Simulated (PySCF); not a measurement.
# Diatomic anions of Ca with the alkali metals

PBE0 with double-zeta basis sets in PySCF, for the lowest determinant that a PBE0 search found; no spin–orbit coupling. De refers to high-spin ground-configuration atoms (the charge goes to the atom of lower measured ionisation energy or higher electron affinity, which is not always the lowest computed limit). A positive dipole points towards Ca; it is taken about the centre of mass and depends on that origin.

| M | basis | charged atom | state (unpaired electrons) | Re (Å) | ωe (cm⁻¹) | De (eV) | μ (D) |
| --- | --- | --- | --- | --- | --- | --- | --- |
| Li | def2-SVPD | Li− | singlet (closed shell) | 3.755 | 155 | 0.63 | 5.48 |
| Na | aug-pcseg-1 | Na− | singlet (closed shell) | 3.958 | 91.3 | 0.53 | 2.47 |
| K | def2-SVPD | K− | singlet (closed shell) | 4.559 | 63.0 | 0.42 | 2.67 |
| Rb | def2-SVPD | Rb− | singlet (closed shell) | 4.734 | 50.5 | 0.40 | -1.05 |
| Cs | def2-SVPD | Cs− | singlet (closed shell) | 4.996 | 43.8 | 0.36 | -2.45 |

Task: By what factor does the harmonic wavenumber vary along the series?

Result: At PBE0 it runs from 43.8 cm⁻¹ (CsCa⁻) to 155 cm⁻¹ (LiCa⁻), a factor of 3.54.

The rows differ in basis set, which adds steps of its own.

Down a group the atoms grow and get heavier, so bonds lengthen and wavenumbers fall; this series shows no clear exception.

Closed-shell solutions of metal pairs were not tested for spin polarisation, which can lower them a little. Weak bonds: CsCa⁻, KCa⁻, RbCa⁻. Basis-set superposition, not corrected here, can be much of De in a small basis, most of all at correlated wavefunction levels. Spin–orbit coupling is left out. For an ion De counts to the pair picked by the measured ionisation energies or electron affinities, which need not be the lowest pair at this level. The highest Kohn–Sham level is positive in some of these anions. Much of that is self-interaction error, but it also means that the finite basis helps to hold the extra electron.
